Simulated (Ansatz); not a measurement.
Consider the isomerisation: `C=N[SiH2]N` → `N=C[SiH2]N`.

Gas-phase electronic energies from Ansatz, PBE0-D4/def2-TZVP geometries. CCSD(T)/CBS adds triple-zeta CCSD(T) − MP2 to the extrapolated MP2 energy (def2 sets, frozen cores). Functionals use def2-TZVPP. B3LYP here is the variant with VWN-RPA as its local correlation; programs differ in this. HSE06 is defined as in plane-wave codes. Each species was taken in one conformer, which may not be the lowest.

```json
{"level": "revPBE-D4", "ΔE (kcal/mol)": "11.6", "difference from CCSD(T)/CBS": "-1.5"}
{"level": "B97M-V", "ΔE (kcal/mol)": "13.7", "difference from CCSD(T)/CBS": "0.6"}
{"level": "PBE0-D4", "ΔE (kcal/mol)": "12.4", "difference from CCSD(T)/CBS": "-0.7"}
{"level": "r2SCANh-D4", "ΔE (kcal/mol)": "13.3", "difference from CCSD(T)/CBS": "0.2"}
{"level": "HSE06-D4", "ΔE (kcal/mol)": "12.4", "difference from CCSD(T)/CBS": "-0.7"}
{"level": "BHLYP-D4", "ΔE (kcal/mol)": "14.4", "difference from CCSD(T)/CBS": "1.3"}
{"level": "r2SCAN", "ΔE (kcal/mol)": "13.1", "difference from CCSD(T)/CBS": "0.0"}
{"level": "B3LYP", "ΔE (kcal/mol)": "13.4", "difference from CCSD(T)/CBS": "0.3"}
{"level": "r2SCAN0", "ΔE (kcal/mol)": "13.6", "difference from CCSD(T)/CBS": "0.5"}
{"level": "HSE06", "ΔE (kcal/mol)": "12.5", "difference from CCSD(T)/CBS": "-0.6"}
{"level": "LC-ωPBE", "ΔE (kcal/mol)": "12.7", "difference from CCSD(T)/CBS": "-0.4"}
{"level": "HF/def2-SVP", "ΔE (kcal/mol)": "13.8", "difference from CCSD(T)/CBS": "0.7"}
{"level": "MP2/def2-SVP", "ΔE (kcal/mol)": "12.7", "difference from CCSD(T)/CBS": "-0.4"}
{"level": "HF/def2-TZVPP", "ΔE (kcal/mol)": "15.4", "difference from CCSD(T)/CBS": "2.3"}
{"level": "CCSD/def2-TZVPP", "ΔE (kcal/mol)": "13.2", "difference from CCSD(T)/CBS": "0.1"}
{"level": "CCSD(T)/def2-TZVPP", "ΔE (kcal/mol)": "13.0", "difference from CCSD(T)/CBS": "-0.1"}
{"level": "CCSD(T)/CBS", "ΔE (kcal/mol)": "13.1", "difference from CCSD(T)/CBS": "0"}
```

Largest T1 diagnostic among the species: 0.012.

Leaving LDA and LC-ωPBE aside and taking each functional with its dispersion term where it has one, the values spread over 2.8 kcal/mol, from revPBE-D4 to BHLYP-D4. LDA lies +0.8 kcal/mol from PBE without D4. From BLYP to BHLYP (50 % exact exchange), in def2-TZVPP and without D4, ΔE moves by +1.6 kcal/mol.
